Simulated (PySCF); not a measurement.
These compounds are isomers of formula C$_{9}$H$_{14}$O.

A. `InChI=1S/C9H14O/c10-9-5-3-8(4-6-9)7-1-2-7/h7-8H,1-6H2`
B. SMILES CO[C@@H]1C[C@@H]2C=C[C@H]1CC2
C. SMILES CC(=O)[C@@H]1C[C@H]2CC[C@@H]1C2

Spectrum 1. ¹H NMR (500 MHz, computed): δ 2.32 (m, 2H), 2.24 (m, 2H), 2.23 (m, 2H), 1.53 (m, 2H), 0.52 (m, 2H), 0.41 (m, 1H), 0.37 (m, 1H), 0.14 (m, 2H). ¹³C{¹H} NMR (computed): δ 214.3 (C), 47.5 (CH), 44.8 (CH2), 38.2 (CH2), 20.0 (CH), 6.1 (CH2).

Spectrum 2. ¹H NMR (500 MHz, computed): δ 2.33 (m, 1H), 2.14 (m, 1H), 2.10 (m, 1H), 2.07 (s, 3H), 1.62 (m, 1H), 1.60 (m, 1H), 1.59 (m, 1H), 1.55 (m, 1H), 1.20 (m, 1H), 1.13 (m, 1H), 1.08 (m, 1H), 1.05 (m, 1H). ¹³C{¹H} NMR (computed): δ 214.3 (C), 55.7 (CH), 41.4 (CH), 39.5 (CH), 38.5 (CH2), 38.2 (CH2), 32.1 (CH2), 31.3 (CH2), 31.0 (CH3).

Spectrum 3. ¹H NMR (500 MHz, computed): δ 6.65 (m, 1H), 6.41 (m, 1H), 3.43 (s, 3H), 3.41 (m, 1H), 2.94 (m, 1H), 2.46 (m, 1H), 1.87 (m, 1H), 1.38 (m, 1H), 1.31 (m, 1H), 1.27 (m, 1H), 1.22 (m, 1H), 1.16 (m, 1H). ¹³C{¹H} NMR (computed): δ 143.1 (CH), 139.4 (CH), 84.7 (CH), 58.1 (CH3), 39.7 (CH2), 34.1 (CH), 33.7 (CH), 27.8 (CH2), 24.0 (CH2).

Theoretical values (PySCF 2.14): shielding tensors at PBE0/pcSseg-1 (GIAO), GFN2-xTB geometry. No solvent model, single conformer, relativity neglected, equivalent nuclei averaged.

δ = σ(ref) − σ, references computed at the same level: TMS for ¹H (σref 31.72) and ¹³C (σref 186.93). Where no couplings were computed, multiplicities follow the n + 1 count of equivalent neighbours, and m marks all less simple cases (inequivalent or close neighbours, rings, F or P nearby). Shifts are as computed. Against solution values, carbons near 30 ppm lie about +3 ppm off and those near 130 ppm about +5 ppm. Of 1211 compounds with measured shifts, 218 miss one by over three times the rms of a fit or turn the order of signals round; such compounds aren't used in these exercises.

**Question.** Match each spectrum to its structure.

**Answer.** 1–A, 2–C, 3–B.

- Spectrum 1 (A): 6 ¹³C signals; δC 214.3 is a ketone carbonyl carbon; δC 47.5 is an sp3 CH in a ring.
- Spectrum 2 (C): 9 ¹³C signals; δC 214.3 is a ketone carbonyl carbon; δC 55.7 is an sp3 CH α to a carbonyl.
- Spectrum 3 (B): 9 ¹³C signals; δC 143.1 is an alkene CH; δC 139.4 is an alkene CH.
